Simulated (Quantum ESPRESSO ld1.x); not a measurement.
The numbers below are computed, except where a source is named.
Problem. All-electron atom: Pb III in [Hg]. Code: ld1.x of Quantum ESPRESSO 7.5. Model: scalar-relativistic Kohn-Sham, LDA (Slater exchange, Perdew-Wang correlation), spin-polarised, spherical densities, point nucleus. Some entries of the table are withheld. Estimate them.

orbital,occ.,eigenvalue (eV),<r^2> (bohr^2),<r> (bohr)
1s,2,-88086.4,0.0003574,0.01605
2s,2,-15770.4,0.005424,0.06762
2p,6,-13532.9,0.004620,0.06145
3s,2,-3798.22,0.03490,0.1746
3p,6,-3156.86,(1),0.1766
3d,10,-2502.20,0.02994,0.1600
4s,2,-872.263,0.1668,0.3845
4p,6,-662.061,0.1912,0.4103
4d,10,-418.879,(2),0.4312
5s,2,-161.333,0.8144,0.8524
4f,14,-150.189,0.2467,0.4539
5p,6,(3),1.075,0.9761
5d,10,-38.0739,1.942,1.294
6s,2,-27.8740,5.268,2.168

Solution. 
(1) 3p <r^2> (bohr^2): 0.03615
(2) 4d <r^2> (bohr^2): 0.2146
(3) 5p eigenvalue (eV): -102.865
